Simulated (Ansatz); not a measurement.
Stretching the C5–H7 bond in C2H5Ga (SMILES C=[CH][GaH2]) (multiplicity 1 held, fragments rigid). Energies count from the point at 1.087 Å.
Geometry at that point (charge 0, multiplicity 1):
```xyz
8

Ga    -0.08715     0.10105     0.73306
H     -0.76540     1.51897     0.78933
H      0.22795    -0.70698     2.04227
C      0.34544    -0.60894    -1.04140
C      0.07373     0.08545    -2.14907
H      0.81534    -1.58266    -1.15772
H      0.30336    -0.28541    -3.14482
H     -0.39458     1.06457    -2.11108
```

R- and RO- levels are restricted; in cc, def2 and unpolarised 6-31G sets they are followed outwards from rest. U- levels take the lowest unrestricted solution at each point, which mixes spins at long bonds. Active spaces are followed from a long bond inwards. Curves can end on different states.

Correlated levels freeze the cores. Filled d and f shells under p-block atoms count as core.

Run with Ansatz (Gaussian orbitals). Values without a source in brackets are computed.

**Question.** What is the computed energy at R = 3.479 Å (R-B3LYP/cc-pVTZ)?

**Answer.** 602 kJ/mol

**Question.** Predict the energy at R = 3.479 Å from U-MP2/cc-pVTZ.

**Answer.** 500 kJ/mol

**Question.** What is the computed energy at R = 3.479 Å (FIC-NEVPT4(SD) on CASSCF(2,2)/cc-pVTZ)?

**Answer.** 470 kJ/mol

Doubts at one or more of the structures used: a restricted determinant that unrestricted orbitals would lower (R-B3LYP/cc-pVTZ); a spin-contaminated determinant (U-MP2/cc-pVTZ).

Ansatz is a first-principles code.
